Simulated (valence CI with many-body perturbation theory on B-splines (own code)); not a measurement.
## Cd24+: magnetic and hyperfine properties of the levels

Computed by configuration interaction combined with many-body perturbation theory (CI+MBPT): six valence electrons over a frozen Dirac-Fock core [Ar], radial functions for each j: 7 s, 7 p, 8 d, 6 f, 4 g, 1 h, with the one-electron correlation potential Σ1, the two-electron term Σ2, the three-electron term Σ3, Breit, model QED; selected CI, second order for the rest, scaled by the run's own slope (own B-spline code, finite nucleus).

No measured levels were compared; by estimate terms of the open shell hold to 2 to 4 % of their energy, and close levels can change places. Core correlation moves these levels by up to 11000 cm⁻¹, and in measured spectra 5 to 20 % of such shifts remained as error; rates that hang on mixing are uncertain with them. Among the levels kept, up to 920 cm⁻¹ of a level comes from second order outside the variational space, and about a tenth of that is noise between levels of different J, which matters for small intervals. Only levels of the ground parity were solved; by the run's estimate the other parity begins above the list, which can be wrong where configurations are misplaced.

A/g_I is the dipole constant over the nuclear g factor μ/I (μ in nuclear magnetons, uniformly magnetised nucleus), B/Q the quadrupole constant per barn. Both hold the static response of the core; the bare values leave it out. Large factors of s and p1/2 electrons are usually good to 5 to 10 %; those of open d and f shells near neutrality can be off by tens of per cent, and small factors of p3/2, d and f electrons come from cancelling terms and can be off by a factor of two or in sign, in half-filled shells by more. B is blank for J = 1/2, where it vanishes, and for nearly pure S terms. Energies count from the lowest level. Levels with J = 0 are left out.

Names give the largest LS component (configuration and term), which can be under half, so a name can repeat, a term be missing and a line seem to break the LS rules; names also repeat where a configuration has a term twice. Letters in brackets count levels of one name in rising energy.

| Level | E (cm⁻¹) | g | A/g_I (MHz) | A/g_I bare | B/Q (MHz/b) | B/Q bare |
| --- | --- | --- | --- | --- | --- | --- |
| 3d⁶ ⁵D_4 | 0 | 1.433 | 5840 | 6290 | 14200 | 14500 |
| 3d⁶ ⁵D_2 [a] | 30279 | 1.438 | 5630 | 6090 | -3760 | -3830 |
| 3d⁶ ⁵D_3 | 38267 | 1.463 | 3750 | 4230 | 2900 | 2960 |
| 3d⁶ ⁵D_1 | 54501 | 1.461 | 4730 | 5210 | -4840 | -4940 |
| 3d⁶ ³H_4 [a] | 80950 | 1.068 | 8410 | 8530 | 8480 | 8660 |
| 3d⁶ ³H_6 | 102170 | 1.135 | 9940 | 10100 | -9500 | -9710 |
| 3d⁶ ³H_5 | 102810 | 1.112 | 9200 | 9360 | 4400 | 4500 |
| 3d⁶ ⁵D_2 [b] | 111010 | 1.387 | 2740 | 3160 | -5100 | -5210 |
| 3d⁶ ³F_3 [a] | 122400 | 1.005 | 11400 | 11500 | 7460 | 7620 |
| 3d⁶ ³F_2 [a] | 125510 | 0.851 | 13500 | 13400 | -4270 | -4370 |
| 3d⁶ ³H_4 [b] | 147170 | 0.999 | 10100 | 10200 | -1500 | -1520 |
| 3d⁶ ³G_4 | 161420 | 1.074 | 11400 | 11500 | -672 | -689 |
| 3d⁶ ³D_1 | 161960 | 0.826 | 11100 | 11000 | 3980 | 4070 |
| 3d⁶ ³G_5 | 163800 | 1.114 | 10200 | 10300 | -7920 | -8090 |
| 3d⁶ ³D_2 | 164640 | 1.152 | 8980 | 9170 | 9870 | 10100 |
| 3d⁶ ³D_3 | 176620 | 1.257 | 6250 | 6540 | -9640 | -9850 |
| 3d⁶ ³G_3 | 181460 | 0.924 | 13200 | 13200 | 2610 | 2670 |
| 3d⁶ ¹I_6 | 184510 | 1.025 | 11300 | 11300 | -13900 | -14200 |
| 3d⁶ ³P_1 [a] | 200990 | 1.242 | 5760 | 6030 | 859 | 877 |
| 3d⁶ ¹F_3 | 205320 | 1.015 | 11500 | 11600 | -14800 | -15200 |
| 3d⁶ ¹G_4 [a] | 218690 | 1.024 | 11700 | 11800 | 4150 | 4270 |
| 3d⁶ ¹D_2 [a] | 222910 | 1.041 | 10600 | 10700 | -5250 | -5380 |
| 3d⁶ ³P_1 [b] | 247560 | 1.458 | 2270 | 2750 | -2730 | -2790 |
| 3d⁶ ³F_4 | 265940 | 1.193 | 8920 | 9140 | -18500 | -19000 |
| 3d⁶ ³F_2 [b] | 269960 | 0.716 | 16200 | 16000 | -8560 | -8740 |
| 3d⁶ ³P_2 | 305300 | 1.388 | 6300 | 6700 | -13400 | -13700 |
| 3d⁶ ³F_3 [b] | 306670 | 1.066 | 10500 | 10600 | -16500 | -16900 |
| 3d⁶ ¹G_4 [b] | 307910 | 1.034 | 10400 | 10500 | -9550 | -9750 |
| 3d⁶ ¹D_2 [b] | 378030 | 1.000 | 11600 | 11600 | 17400 | 17800 |

Problem. Take the isotope of mass number 111, with I = 1/2, μ = -0.594 μN. What is the hyperfine structure of 3d⁶ ³H_4 [a]?

Solution. From the table A = -10000 MHz. Shifts from the centre of gravity in MHz: F = 7/2: 25000, F = 9/2: -20000.
